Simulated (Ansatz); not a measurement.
Correlation energies of `CB1O[SiH]1N` by basis set

| atom | x (Å) | y (Å) | z (Å) |
| --- | --- | --- | --- |
| C1 | -1.796 | -1.317 | -0.175 |
| B2 | -0.400 | -0.647 | -0.151 |
| O3 | 0.516 | -0.427 | -1.124 |
| Si4 | 1.193 | 0.266 | 0.328 |
| N5 | 1.431 | 1.943 | 0.400 |
| H6 | -1.840 | -2.135 | 0.550 |
| H7 | -2.048 | -1.705 | -1.165 |
| H8 | -2.565 | -0.600 | 0.129 |
| H9 | 2.511 | -0.354 | 0.589 |
| H10 | 2.324 | 2.373 | 0.226 |
| H11 | 0.674 | 2.605 | 0.393 |

The species carries charge 0 and has multiplicity 1. The structure was optimised at the PBE0-D4/def2-TZVP level. It is one conformer, not always the lowest. Frozen core, restricted reference, Ansatz 0.2.0. CBS rows extrapolate triple and quadruple zeta; past MP2 they add the triple-zeta difference.

```json
{"basis": "def2-TZVPP", "HF (Eh)": "?", "MP2 corr.": "-0.83620", "CCSD corr.": "-0.87135", "(T)": "-0.03607", "CCSD(T) total": "?"}
{"basis": "def2-QZVPP", "HF (Eh)": "-484.47456", "MP2 corr.": "-0.89656", "CCSD corr.": "–", "(T)": "–", "CCSD(T) total": "–"}
{"basis": "CBS(def2)", "HF (Eh)": "?", "MP2 corr.": "?", "CCSD corr.": "?", "(T)": "as TZ", "CCSD(T) total": "?"}
```

Q: Fill in the withheld values. (An estimate is asked.)

A: Computed: def2-TZVPP HF (Eh): -484.45585; def2-TZVPP CCSD(T) total: -485.36327; CBS(def2) HF (Eh): -484.47714; CBS(def2) MP2 corr.: -0.94128; CBS(def2) CCSD corr.: -0.97642; CBS(def2) CCSD(T) total: -485.48963.
